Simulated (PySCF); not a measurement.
# What a mistake does to a calculation on AlBH4NO

All numbers below are calculated, not measured. They come from PySCF 2.14.0, an open-source quantum chemistry program, on an isolated molecule that a program drew, which may never have been made. The molecule is AlBH4NO (charge 0, doublet), drawn as the SMILES string `[BH][NH][AlH][OH]`.

Each row is a Hartree-Fock (HF) and frozen-core CCSD(T) single point in the cc-pV(D+d)Z basis, meant for a local HF minimum. Run 1 is clean. Each other run has one planted mistake out of seven kinds, and not every kind appears here: one electron removed, one electron added, multiplicity raised by two, geometry at a saddle point, minimal basis STO-3G, one bond length entered in bohr, all coordinates scaled. The reference is restricted for singlets and unrestricted otherwise, and also for a bond in bohr. Adding or removing an electron swaps singlet and doublet. Electrons count all cores. HOMO and LUMO are orbital energies over both spins, the gradient is its largest component, and the lowest frequency (negative if imaginary) is given only where the gradient is small. Bond lengths are over the 7 bonds as drawn. T1 is the CCSD diagnostic: over 0.02 (restricted) or 0.045 (unrestricted) a single reference is doubtful.

Geometry of the clean run:
```xyz
8
AlBH4NO, angstrom
B    -3.9099   -1.4786   -0.4995
N    -2.6883   -0.9351   -0.1024
Al   -2.3675   -0.1462    1.4817
O    -0.7879    0.4135    1.6697
H    -4.1401   -2.0079   -1.5548
H    -1.9391   -1.0005   -0.7743
H    -3.4682    0.0028    2.5849
H    -0.3915    0.8557    2.4004
```

| run | electrons | basis functions | <S^2> | HOMO (eV) | LUMO (eV) | gradient (hartree/bohr) | lowest frequency (cm^-1) | mean bond (Å) | longest bond (Å) | T1 | HF (hartree) | CCSD(T) (hartree) | mistake |
|---|---|---|---|---|---|---|---|---|---|---|---|---|---|
| 1 | 37 | 85 | 0.755 | -8.49 | 2.42 | 4.1e-05 | 98 | 1.3711 | 1.799 | 0.0152 | -398.32111 | -398.84695 | no fault |
| 2 | 37 | 85 | 0.844 | -6.89 | 0.38 | 1.8e-01 | - | 1.5998 | 3.399 | 0.0457 | -398.16852 | -398.72226 | one bond length entered in bohr |
| 3 | 37 | 85 | 0.757 | -8.95 | 1.95 | 6.2e-02 | - | 1.5055 | 1.975 | 0.0192 | -398.25891 | -398.80330 | ? |
| 4 | 36 | 85 | 0.000 | -16.95 | -6.18 | 1.3e-01 | - | 1.3711 | 1.799 | 0.0185 | -398.05148 | -398.57433 | ? |

**Which mistake was planted in run 3, and what did it cost?**

The mean and the longest bond both change by the same factor, 1.098, and the gradient is no longer small. So the mistake is: all coordinates scaled. Subtracting run 1 and multiplying by 627.51 kcal/mol a hartree, the energy moved by 39.0 kcal/mol in HF and 27.4 kcal/mol in CCSD(T).

**Which mistake was planted in run 4, and what did it cost?**

It counts 36 electrons, one fewer than the clean run, at the same geometry and basis. So the mistake is: one electron removed. Subtracting run 1 and multiplying by 627.51 kcal/mol a hartree, the energy moved by 169.2 kcal/mol in HF and 171.1 kcal/mol in CCSD(T).

Cautions from the logs. Run 2: T1 is over the limit, so its CCSD(T) energy is less reliable.
